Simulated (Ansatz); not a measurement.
Spectroscopic constants of TaCl, multiplicity 3 (lowest of 2S+1 = 1, 3, 5, 7 at CCSD(T)/def2-TZVPP on PBE0 minima; our sources give no spin for the ground state, which may be another). No spin–orbit coupling. The T1 diagnostic near the minimum is 0.059, so single-reference values are doubtful.

Constants: fifth-degree fit in 1/R to seven points, most abundant isotopes. Runs in def2 and cc sets follow the lowest solution found near the PBE0 minimum.

Programs: Ansatz (a program for electronic structure) with Gaussian orbitals. Each number belongs to the level named beside it. In def2 rows elements past Kr take small-core potentials, without spin–orbit coupling.

Energies at CAM-B3LYP/def2-TZVPP:

```csv
R (Å),E (hartree)
2.103288,-517.09999490
2.159828,-517.10584310
2.211845,-517.10860128
2.270646,-517.10931408
2.329448,-517.10801743
2.397296,-517.10462166
2.476452,-517.09879233
```

### Question
With a reduced mass of 29.3055 u, find the minimum, the force constant and the constants.

### Answer
A fifth-degree polynomial in 1/R puts the minimum at r_e = 2.2598 Å with force constant 264 N/m. Then ω_e = (1/2πc)√(k/μ) = 391 cm⁻¹ and B_e = h/(8π²cμr_e²) = 0.1126 cm⁻¹; the cubic and quartic terms give α_e = 0.00044 and ω_e x_e = 1.1 cm⁻¹.
